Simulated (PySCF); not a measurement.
C2H10Al2O4Si, SMILES [CH3][Al]([CH3])[O][SiH2][O][Al]([OH])[OH] at its GFN2-xTB optimised geometry (Å):

```
19

Al    -1.3233    -3.1505    -2.8108
C     -1.5569    -1.7056    -4.1639
C     -1.7338    -5.0998    -2.8830
O     -0.6793    -2.6295    -1.3385
Si    -0.1779    -1.8720     0.0000
O     -0.6405    -0.3160     0.0000
Al    -1.2853     1.1840    -0.3530
O     -1.0048     2.4985     0.6213
O     -2.2221     1.3347    -1.7108
H     -2.3793    -1.8601    -4.8651
H     -0.6564    -1.5453    -4.7641
H     -1.7416    -0.7716    -3.6216
H     -2.0946    -5.4227    -3.8611
H     -2.4934    -5.3800    -2.1469
H     -0.8472    -5.6965    -2.6481
H     -0.8282    -2.4985     1.1507
H      1.2853    -1.8720     0.0000
H     -0.5302     2.6902     1.4181
H     -2.7112     2.0176    -2.1495
```

Computed with CAM-B3LYP/def2-SVP run with PySCF. Cells within 0.4 Å of a nucleus heavier than hydrogen are left out (blank, or x).

Map of the deformation density (molecule minus spherical neutral atoms) (e/bohr³) on the plane z = 0.8 Å:

```
|111111111111111111111111111|
|111111111111111111111111111|
|111111111111111111111111111|
|111111122211111111111111111|
|111111122322111111111111111|
|1111111236x3311111111111111|
|1111111248xx311111111111111|
|111111123663211111111111111|
|111111112343111111111111111|
|111111111222111111111111111|
|111111111111111111111111111|
|111111111111111111111111111|
|111111111122211111111111111|
|111111111222221111111111111|
|111111111222221111111111111|
|111111111122211111111111111|
|111111111111100111111111111|
|111111111111000111111111111|
|111111111123200122111111111|
|111111111257521122111111111|
|111111111269621111111111111|
|111111111245421111111111111|
|111111111122211111111111111|
|111111111111111111111111111|
|111111111111111111111111111|
|111111111111111111111111111|
|111111111111111111111111111|
```
Scale: ten equal steps from -0.018 (start of '0') to 0.075 (end of '9'), in the order '0123456789'; x runs from -4.50 to 4.50, y from -4.50 (bottom) to 4.50 (top).
